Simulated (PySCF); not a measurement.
PySCF job for C3H6ClFSi, SMILES C(/Cl)(C)=C/[SiH2]F, TDA-LC-ωPBE/def2-SVPD. The structure is a stationary point at B3LYP-D3(BJ)/def2-SVP. The structure was generated by enumeration; whether it is a known compound was not checked. One conformer was computed; it need not be the lowest.

```python
import numpy as np
from pyscf import gto, scf, dft, tdscf

mol = gto.M(
    atom='''
    C     1.41222489    2.29147569   -0.00000000
    C     0.51175449    1.09850819    0.00000000
    Cl   -1.20869116    1.52553067    0.00000000
    C     0.85154426   -0.19587053    0.00000000
    Si   -0.36924901   -1.60507418    0.00000000
    F     0.51692387   -2.97739364    0.00000000
    H     1.22362660    2.91841619   -0.88656567
    H     1.22362660    2.91841619    0.88656567
    H     2.46544899    1.97723167    0.00000000
    H     1.92457323   -0.42255452    0.00000000
    H    -1.21274810   -1.61131480   -1.22323245
    H    -1.21274811   -1.61131480    1.22323244
    ''',
    basis='def2-SVPD',
    charge=0,
    spin=0,
    symmetry=True,
    max_memory=1600,
    verbose=4,
)
mf = dft.RKS(mol, xc='lc_wpbe').density_fit(auxbasis='def2-universal-jkfit')
mf.grids.level = 3
mf.conv_tol = 1e-9
mf.max_cycle = 100
mf.kernel()
mf.grids = dft.Grids(mol).set(level=1).build(with_non0tab=True)  # coarser grid for the response kernel
td = tdscf.TDA(mf)
td.singlet = True
td.nstates = 10
td.conv_tol = 1e-4
td.positive_eig_threshold = 1e-6
td.kernel(x0=td.get_init_guess(mf, 15))
td.analyze()
tt = tdscf.TDA(mf)
tt.singlet = False
tt.nstates = 4
tt.conv_tol = 1e-4
tt.positive_eig_threshold = 1e-6
tt.kernel(x0=tt.get_init_guess(mf, 9))
tt.analyze(verbose=3)
```

Program output:

```
PySCF version 2.14.0

[INPUT] verbose = 4
[INPUT] num. atoms = 12
[INPUT] num. electrons = 64
[INPUT] charge = 0
[INPUT] spin (= nelec alpha-beta = 2S) = 0
[INPUT] symmetry True subgroup None
[INPUT] Mole.unit = angstrom
[INPUT] Symbol           X                Y                Z      unit          X                Y                Z       unit  Magmom
[INPUT]  1 C      1.412224890000   2.291475690000   0.000000000000 AA    2.668718268394   4.330261475199   0.000000000000 Bohr   0.0
[INPUT]  2 C      0.511754490000   1.098508190000   0.000000000000 AA    0.967075829116   2.075879624692   0.000000000000 Bohr   0.0
[INPUT]  3 Cl    -1.208691160000   1.525530670000   0.000000000000 AA   -2.284095261583   2.882835160924   0.000000000000 Bohr   0.0
[INPUT]  4 C      0.851544260000  -0.195870530000   0.000000000000 AA    1.609185434345  -0.370141657573   0.000000000000 Bohr   0.0
[INPUT]  5 Si    -0.369249010000  -1.605074180000   0.000000000000 AA   -0.697779500667  -3.033150609811   0.000000000000 Bohr   0.0
[INPUT]  6 F      0.516923870000  -2.977393640000   0.000000000000 AA    0.976844541550  -5.626458544622   0.000000000000 Bohr   0.0
[INPUT]  7 H      1.223626600000   2.918416190000  -0.886565670000 AA    2.312319152733   5.515007316597  -1.675366307742 Bohr   0.0
[INPUT]  8 H      1.223626600000   2.918416190000   0.886565670000 AA    2.312319152733   5.515007316597   1.675366307742 Bohr   0.0
[INPUT]  9 H      2.465448990000   1.977231670000   0.000000000000 AA    4.659023365186   3.736426341116   0.000000000000 Bohr   0.0
[INPUT] 10 H      1.924573230000  -0.422554520000   0.000000000000 AA    3.636916311370  -0.798512315497   0.000000000000 Bohr   0.0
[INPUT] 11 H     -1.212748100000  -1.611314800000  -1.223232450000 AA   -2.291761767087  -3.044943672458  -2.311574317181 Bohr   0.0
[INPUT] 12 H     -1.212748110000  -1.611314800000   1.223232440000 AA   -2.291761785984  -3.044943672458   2.311574298283 Bohr   0.0

nuclear repulsion = 345.10451509936
point group symmetry = Cs
symmetry origin: [ 5.90539430e-10  4.13377606e-09 -2.95269705e-10]
symmetry axis x: [ 1.00000000e+00 -1.35537352e-09 -1.80168095e-12]
symmetry axis y: [-1.35537352e-09 -1.00000000e+00 -7.45493336e-11]
symmetry axis z: [ 1.80168085e-12 -7.45493335e-11  1.00000000e+00]
num. orbitals of irrep A' = 122
num. orbitals of irrep A" = 60
number of shells = 78
number of NR pGTOs = 270
number of NR cGTOs = 182
basis = def2-SVPD
ecp = {}


[settings echo left out]
init E= -967.237531021883
HOMO (A") = -0.28691278785932  LUMO (A") = -0.0277612274762777  gap/eV = 7.05187
cycle= 1 E= -966.690449229005  delta_E= 0.547  |g|= 0.62  |ddm|= 4.99
HOMO (A") = -0.400614093434676  LUMO (A") = 0.0017110904153057  gap/eV = 10.94783
cycle= 2 E= -966.702388543349  delta_E= -0.0119  |g|= 0.674  |ddm|= 1.95
HOMO (A") = -0.383098223446197  LUMO (A") = 0.0405308974969247  gap/eV = 11.52754
cycle= 3 E= -966.781043180494  delta_E= -0.0787  |g|= 0.0494  |ddm|= 0.895
HOMO (A") = -0.382860912400432  LUMO (A") = 0.0467906180036359  gap/eV = 11.69141
cycle= 4 E= -966.781837564659  delta_E= -0.000794  |g|= 0.0196  |ddm|= 0.19
HOMO (A") = -0.383136592836446  LUMO (A") = 0.0460825022360285  gap/eV = 11.67965
cycle= 5 E= -966.781957710153  delta_E= -0.00012  |g|= 0.00861  |ddm|= 0.0594
HOMO (A") = -0.382646522576305  LUMO (A") = 0.0468184505396838  gap/eV = 11.68634
cycle= 6 E= -966.781976768954  delta_E= -1.91e-05  |g|= 0.00184  |ddm|= 0.0227
HOMO (A") = -0.382792115473356  LUMO (A") = 0.0467324736552022  gap/eV = 11.68796
cycle= 7 E= -966.781979101806  delta_E= -2.33e-06  |g|= 0.000979  |ddm|= 0.00656
HOMO (A") = -0.382860414538122  LUMO (A") = 0.0466972800494143  gap/eV = 11.68886
cycle= 8 E= -966.781979501131  delta_E= -3.99e-07  |g|= 0.000274  |ddm|= 0.00301
HOMO (A") = -0.382813968349185  LUMO (A") = 0.0467593452846953  gap/eV = 11.68929
cycle= 9 E= -966.78197953335  delta_E= -3.22e-08  |g|= 8.77e-05  |ddm|= 0.00109
HOMO (A") = -0.382829190028801  LUMO (A") = 0.0467499332111108  gap/eV = 11.68944
cycle= 10 E= -966.78197953731  delta_E= -3.96e-09  |g|= 2.15e-05  |ddm|= 0.000339
HOMO (A") = -0.382826048274992  LUMO (A") = 0.046753297153808  gap/eV = 11.68945
cycle= 11 E= -966.781979537656  delta_E= -3.46e-10  |g|= 6.32e-06  |ddm|= 0.000118
HOMO (A") = -0.382826901118317  LUMO (A") = 0.0467524682051299  gap/eV = 11.68945
Extra cycle  E= -966.781979537673  delta_E= -1.66e-11  |g|= 3.59e-06  |ddm|= 2.42e-05
converged SCF energy = -966.781979537673
tot grids = 48400
Overwritten attributes  positive_eig_threshold  of <class 'pyscf.tdscf.rks.TDA'>


******** <class 'pyscf.tdscf.rks.TDA'> for <class 'pyscf.df.df_jk.DFSymAdaptedRKS'> ********
nstates = 10 singlet
deg_eia_thresh = 1.000e-03
wfnsym = None
conv_tol = 0.0001
eigh lindep = 1e-12
eigh level_shift = 0
eigh max_cycle = 100


Excitation energies (eV)
[6.91166427 6.92915806 7.33113714 7.6245569  7.66089722 8.05653718
 8.18661869 8.69420469 8.70857295 8.83561284]

** Singlet excitation energies and oscillator strengths **
Excited State   1:   A'      6.91166 eV    179.38 nm  f=0.4635
      32 -> 33       -0.67884
Excited State   2:   A"      6.92916 eV    178.93 nm  f=0.0000
      32 -> 34        0.45897
      32 -> 36        0.31691
      32 -> 37       -0.22191
      32 -> 38        0.15801
      32 -> 41       -0.15183
      32 -> 42       -0.18495
Excited State   3:   A"      7.33114 eV    169.12 nm  f=0.0028
      26 -> 33       -0.10227
      30 -> 33        0.50441
      31 -> 33       -0.44772
Excited State   4:   A"      7.62456 eV    162.61 nm  f=0.0008
      32 -> 35       -0.58274
      32 -> 36       -0.21152
      32 -> 38       -0.12981
      32 -> 41       -0.16982
Excited State   5:   A"      7.66090 eV    161.84 nm  f=0.0000
      30 -> 33        0.45001
      31 -> 33        0.51597
Excited State   6:   A"      8.05654 eV    153.89 nm  f=0.0025
      32 -> 34       -0.38870
      32 -> 35       -0.21899
      32 -> 36        0.44172
      32 -> 37       -0.19274
      32 -> 43       -0.11707
Excited State   7:   A'      8.18662 eV    151.45 nm  f=0.0023
      30 -> 34        0.20290
      30 -> 36        0.18242
      30 -> 37       -0.10263
      31 -> 34        0.37101
      31 -> 36        0.35298
      31 -> 37       -0.18135
      31 -> 38        0.14042
      31 -> 41       -0.14378
      31 -> 42       -0.12799
Excited State   8:   A'      8.69420 eV    142.61 nm  f=0.1712
      28 -> 33       -0.27188
      29 -> 33       -0.61096
Excited State   9:   A"      8.70857 eV    142.37 nm  f=0.0129
      28 -> 35        0.10904
      28 -> 36        0.12802
      29 -> 34        0.38774
      29 -> 35       -0.40498
      29 -> 37       -0.17369
      29 -> 41       -0.11450
      32 -> 36        0.11770
      32 -> 41        0.16090
Excited State  10:   A'      8.83561 eV    140.32 nm  f=0.0263
      29 -> 33        0.15032
      30 -> 34       -0.33814
      30 -> 35        0.35541
      30 -> 36        0.14018
      30 -> 41        0.14463
      31 -> 34        0.21307
      31 -> 35       -0.25592
      31 -> 36       -0.10546

** Transition electric dipole moments (AU) **
state          X           Y           Z        Dip. S.      Osc.
  1         0.2016     -1.6420      0.0000      2.7369      0.4635
  2         0.0000      0.0000     -0.0164      0.0003      0.0000
  3         0.0000      0.0000     -0.1245      0.0155      0.0028
  4        -0.0000     -0.0000     -0.0634      0.0040      0.0008
  5         0.0000     -0.0000     -0.0064      0.0000      0.0000
  6         0.0000      0.0000      0.1124      0.0126      0.0025
  7         0.0857     -0.0624      0.0000      0.0112      0.0023
  8        -0.5696     -0.6922      0.0000      0.8037      0.1712
  9         0.0000      0.0000     -0.2459      0.0605      0.0129
 10         0.0545     -0.3444      0.0000      0.1216      0.0263

** Transition velocity dipole moments (imaginary part, AU) **
state          X           Y           Z        Dip. S.      Osc.
  1        -0.0366     -0.2135      0.0000      0.0469      0.1232
  2         0.0000      0.0000     -0.0824      0.0068      0.0178
  3        -0.0000      0.0000      0.0201      0.0004      0.0010
  4         0.0000      0.0000     -0.0016      0.0000      0.0000
  5         0.0000     -0.0000      0.0139      0.0002      0.0005
  6        -0.0000     -0.0000      0.0193      0.0004      0.0008
  7         0.0382      0.0742      0.0000      0.0070      0.0154
  8        -0.1062     -0.1587      0.0000      0.0365      0.0761
  9         0.0000      0.0000     -0.0464      0.0022      0.0045
 10         0.0180     -0.0917      0.0000      0.0087      0.0179

** Transition magnetic dipole moments (imaginary part, AU) **
state          X           Y           Z
  1         0.0000     -0.0000      0.8460
  2         0.1938      0.0809      0.0000
  3        -0.4969      0.4710     -0.0000
  4         0.0438      0.0517      0.0000
  5         0.5155      0.1949     -0.0000
  6        -0.4030     -1.0499      0.0000
  7         0.0000      0.0000     -0.4182
  8         0.0000     -0.0000      0.1813
  9         1.2334      0.6210     -0.0000
 10        -0.0000      0.0000     -0.9991


******** <class 'pyscf.tdscf.rks.TDA'> for <class 'pyscf.df.df_jk.DFSymAdaptedRKS'> ********
nstates = 4 triplet
deg_eia_thresh = 1.000e-03
wfnsym = None
conv_tol = 0.0001
eigh lindep = 1e-12
eigh level_shift = 0
eigh max_cycle = 100


Excitation energies (eV)
[3.8396489  6.36209202 6.67625125 7.24274725]

** Triplet excitation energies and oscillator strengths **
Excited State   1:   A'      3.83965 eV    322.91 nm  f=0.0000
Excited State   2:   A"      6.36209 eV    194.88 nm  f=0.0000
Excited State   3:   A"      6.67625 eV    185.71 nm  f=0.0000
Excited State   4:  ???      7.24275 eV    171.18 nm  f=0.0000
```

The calculation finished and met its thresholds.

Cost: very roughly 9 core-minutes.
